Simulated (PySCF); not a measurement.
## GaN⁺ at PBE0

Level: PBE0. PySCF, no relativity, basis sets Ga aug-pcseg-1, N aug-pcseg-1.

* state: ⁴Σ⁻ (quartet), unpaired electrons σ ↑, π ↑↑
* bond length: 2.585 Å
* harmonic wavenumber: 127 cm⁻¹
* force constant: 0.110 mdyn/Å
* rotational constant Be: 0.2167 cm⁻¹
* anharmonicity ωexe: 2.22 cm⁻¹
* vibration–rotation constant αe: 0.00511 cm⁻¹
* well depth De to Ga⁺ + N: 0.19 eV
* dissociation energy D0: 0.18 eV
* bond order (Mayer): 0.14
* dipole moment (positive dipole points towards N; it is taken about the centre of mass and depends on that origin): -0.77 D

The bond is weak. Basis-set superposition, not corrected here, can be much of De in a small basis, most of all at correlated wavefunction levels. Spin–orbit coupling is left out. For an ion De counts to the pair picked by the measured ionisation energies or electron affinities, which need not be the lowest pair at this level. The state is the lowest determinant that a PBE0 search found; another state may lie lower at other levels.
